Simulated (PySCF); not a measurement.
## Nb²⁺ (niobium, charge +2) across methods

[Kr] 4d3, high-spin 4F determinant. Calculation: PySCF 2.14, in x2c-TZVPPall (8s6p6d2f1g, 79 functions); scalar relativity by spin-free X2C-1e.

```tsv
method	E (hartree)	mean ε 4p α (eV)	mean ε 4p β (eV)	mean ε 4d α (eV)	Σ⟨r²⟩ (bohr²)	⟨S²⟩
PBE	-3818.16	-52.557	-50.621	-20.208	30.90	3.751
r2SCAN	-3818.56	-53.560	-51.235	-20.489	30.66	3.752
PBE0	-3818.24	-55.493	-52.853	-21.673	30.73	3.751
BLYP	-3818.67	-52.306	-50.513	-19.974	31.01	3.751
M06	-3818.57	-55.255	-53.155	-21.235	30.73	3.750
LDA	-3813.93	-52.676	-50.894	-20.178	30.94	3.750
wB97M-V	-3818.27	-57.877	-55.530	-23.867	30.89	3.751
UHF	-3816.53510	-63.255	-58.233	-25.376	30.68	3.755
```

(1) Estimate the same row for wB97X.

Results:

(1) E (hartree) = -3818.65; mean ε 4p α (eV) = -57.799; mean ε 4p β (eV) = -55.292; mean ε 4d α (eV) = -23.823; Σ⟨r²⟩ (bohr²) = 30.54; ⟨S²⟩ = 3.751.
